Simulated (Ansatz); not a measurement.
Al3Si. Total charge 0; doublet. Geometry PBE0-D4/def2-TZVP, basis def2-TZVP, Ansatz.

| atom | x (Å) | y (Å) | z (Å) |
| --- | --- | --- | --- |
| Al1 | -0.2478 | 0.8248 | 1.3673 |
| Al2 | 0.1396 | -0.7562 | -1.4212 |
| Al3 | 1.5398 | -0.8993 | 0.7238 |
| Si4 | -1.4316 | 0.8307 | -0.6699 |

```
run  HOMO (eV)  LUMO (eV)
  A      -5.56      -3.48
  B      -4.95      -4.12
  C      -4.93      -4.20
  D      -5.14      -3.88
  E      -7.00      -1.98
```

Another isomer (doublet) lies 0.07 eV lower at PBE0-D4/def2-TZVP; other spin states weren't run for this one.

HOMO and LUMO are taken over both spins.

Problem. The runs used B97M-V, PBE, PBE0, r2SCAN, ωB97M-V. Estimate which is which.

Solution. A PBE0 (25 % exact exchange); B B97M-V (0 % exact exchange); C PBE (0 % exact exchange); D r2SCAN (0 % exact exchange); E ωB97M-V (range-separated). Exact exchange lowers occupied and raises empty levels; among semilocal functionals meta-GGAs tend to open the gap a little, and such runs are hard to tell apart. The gap grows from 0.73 eV (PBE) to 5.02 eV (ωB97M-V).
